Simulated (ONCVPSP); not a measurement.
**Cutoff test, bromine (Br), ONCV**

ONCVPSP 4.0.1 input, shortened (lines: element, Z, core and valence counts, functional; n l f; lmax; l rc ep ncon nbas qcut; lloc lpopt rc5 dvloc0; l nproj debl; icmod fcfact rcfact), PBE, scalar-relativistic:

```
  Br 35.00    6    2        4      upf
    1    0    2.00
    2    0    2.00
    2    1    6.00
    3    0    2.00
    3    1    6.00
    3    2   10.00
    4    0    2.00
    4    1    5.00
    2
    0    1.55    0.00    3    7    3.60
    1    1.30    0.00    4    7    6.60
    2    1.55    0.32    4    8    6.30
    4    2    1.15    0.00
    0    2    2.40
    1    1    3.60
    2    3    1.60
    0    0.00    0.00
```

**Question.** For each optimised wave give the share of its norm inside rc, the residual kinetic energy above qcut (Ha) and the cutoffs (Ha) for errors of 10, 1, 0.1 and 0.01 mHa per electron.

**Answer.**

| wave | norm inside rc | residual KE | 10 mHa | 1 mHa | 0.1 mHa | 0.01 mHa |
| --- | --- | --- | --- | --- | --- | --- |
| 4s | 0.471 | 1.4e-02 | 7.3 | 50.0 | 81.8 | not reached |
| s projector 2 | 0.082 | 2.2e-02 | 7.7 | 20.2 | 55.2 | 100.3 |
| 4p | 0.149 | 1.2e-03 | 3.8 | 24.2 | 82.4 | 113.7 |
| d projector 1 | 0.084 | 8.9e-04 | 7.5 | 19.4 | 86.7 | 103.2 |
| d projector 2 | 0.191 | 6.9e-02 | 49.4 | 121.4 | 141.5 | 205.4 |
| d projector 3 | 0.130 | 2.2e-01 | 52.2 | 154.5 | 185.1 | 262.7 |

The occupied waves need 50 Ha and 82 Ha for 1 and 0.1 mHa. The cutoffs count occupied waves only; projector 3 of the d channel, the hardest unoccupied one, needs 154 Ha at the loose tolerance. Note: ghosts flagged at negative energy: d at -68.4 eV; GHOST(+) flagged for s at 157.4 eV. A true bound ghost makes a file unfit for plane-wave use.
